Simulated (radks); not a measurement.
Values are calculated unless marked as measured or tabulated.
The rhenium ion Re+, 74 electrons, occupied as [Xe] 4f14 5d5 6s1 (the NIST ground configuration).

Level of theory: scalar-relativistic Kohn-Sham, PBEsol, spin-polarised, spherical densities, finite nucleus; open shells are filled with parallel spins first (spin-orbit coupling, left out, can overturn this in heavy ions); Fermi nuclear charge, rms radius 5.3698 fm (a radial shooting solver on a logarithmic mesh with Libxc functionals).

Energy parts (eV):
total: -454006.94
kinetic: 501473.59
electron-nucleus: -1123269.80
Hartree: 176647.30
exchange-correlation: -8858.03

Orbitals (lengths in bohr, moments of r in powers of bohr; <r^-3> diverges for s and p1/2):
orbital  occ.  eigenvalue (eV)  <r^-3>
1s up       1        -71617.50       -
1s down     1        -71617.49       -
2s up       1        -12424.38       -
2s down     1        -12424.13       -
2p up       3        -10847.83   20790
2p down     3        -10847.63   20790
3s up       1        -2881.859       -
3s down     1        -2881.767       -
3p up       3        -2416.780    4660
3p down     3        -2416.679    4660
3d up       5        -1888.455   595.2
3d down     5        -1888.283   595.2
4s up       1        -606.8751       -
4s down     1        -606.6420       -
4p up       3        -454.2451    1091
4p down     3        -454.0203    1091
4d up       5        -262.5538   119.7
4d down     5        -262.2838   119.8
4f up       7         -49.8448   20.90
4f down     7         -49.3344   21.06
5s up       1         -93.5331       -
5s down     1         -91.4059       -
5p up       3         -55.6472   160.8
5p down     3         -52.8223   166.8
5d up       5         -14.1493   8.312
5d down     0         -10.3620   8.642
6s up       1         -13.6317       -

The highest occupied level is 6s up at -13.632 eV. The density falls to 0.001 e/bohr^3 at r = 4.17 bohr. For comparison, the ionisation energy in NIST's Atomic Spectra Database is 16.6 eV (semi-empirical). In exact Kohn-Sham theory the highest level is minus the ionisation energy, but local and semilocal functionals leave it too shallow, through self-interaction and a potential that decays too fast; potentials with the right tail come closer. Summed over all electrons, <r^2> = 52.53 bohr^2, which gives a Langevin (diamagnetic) susceptibility term of -41.6 x 10^-6 cm^3/mol. The electron density at the nucleus is 1.647e+06 e/bohr^3 (large components only).
